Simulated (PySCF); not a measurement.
CHAlF4O, SMILES [OH][Al]([F])[C](F)(F)F. Atoms are numbered in the order given.

```xyz
8

Al    -0.0184     0.2500     0.9779
C      0.0057    -0.2217    -0.9697
F     -0.4762     0.7556    -1.7540
F     -0.7282    -1.3210    -1.2240
F      1.2551    -0.4830    -1.3985
F     -0.5576     1.7451     1.4442
O      0.5216    -0.9128     2.0601
H      0.5930    -0.8890     3.0146
```
Charge 0, spin multiplicity 1.

The structure is a stationary point at PBE0-D3(BJ)/def2-SVP. The values are those of a single conformer.

Two levels are set side by side: PBE/pcSseg-1 (PySCF) and PBE0/pcSseg-1 (PySCF). GIAO shifts against CFCl3 (¹⁹F), H2O (¹⁷O), TMS (¹H), TMS (¹³C) at the same level; non-relativistic, no solvent, atoms listed together averaged. Differences are taken from unrounded values.

```csv
quantity,PBE0
δ(¹³C) of C2 (ppm),135.9
δ(¹⁹F) of F6 (ppm),-177.2
δ(¹⁷O) of O7 (ppm),25.4
δ(¹H) of H8 (ppm),2.41
```

Q: What does PBE give, and how far is it from PBE0? (The exact figures need the calculation; the answer reports its results.)

A: 
```csv
quantity,PBE,PBE minus PBE0
δ(¹³C) of C2 (ppm),141.0,5.1
δ(¹⁹F) of F6 (ppm),-189.7,-12.5
δ(¹⁷O) of O7 (ppm),34.7,9.3
δ(¹H) of H8 (ppm),2.34,-0.06
```

Rough cost on one machine, each run with all the roots and properties that it gave: PBE0 against PBE within a factor of 2.
